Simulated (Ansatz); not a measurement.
Consider the ligand exchange at the Si–C bond: `[SiH3]/C=C/I` + `O[Si]O[SiH3]` → `[SiH3]O[Si]O[SiH3]` + `C=CI`.

Calculated with Ansatz (gas phase, PBE0-D4/def2-TZVP geometries, no zero-point term in ΔE). CBS: MP2 limit from def2 TZ/QZ plus the TZ coupled-cluster correction, frozen cores. This one scheme is used for every species. DFT in def2-TZVPP. Elements past krypton have def2 core potentials. For I outer-core shells are correlated without core-valence functions, which leaves a few kJ/mol of doubt a bond. Each species was taken in one conformer, which may not be the lowest.

CCSD(T)/CBS gives -88.9 kJ/mol.

(1) Another level gave -92.4 kJ/mol. Which?
A. CCSD/def2-TZVPP
B. r2SCAN/def2-TZVPP
C. HF/def2-TZVPP
D. PBE0/def2-TZVPP

Largest T1 diagnostic among the species: 0.014.

Answers

(1) A. CCSD/def2-TZVPP -92.4, r2SCAN -85.5, HF/def2-TZVPP -111.9, PBE0 -80.0 kJ/mol.

From PBE to PBE0 (25 % exact exchange), in def2-TZVPP and without D4, ΔE moves by −6.6 kJ/mol. In def2-TZVPP, CCSD(T) changes the Hartree–Fock value by +23.3 kJ/mol (the triples alone add +3.8 kJ/mol) and MP2 by +24.5 kJ/mol.
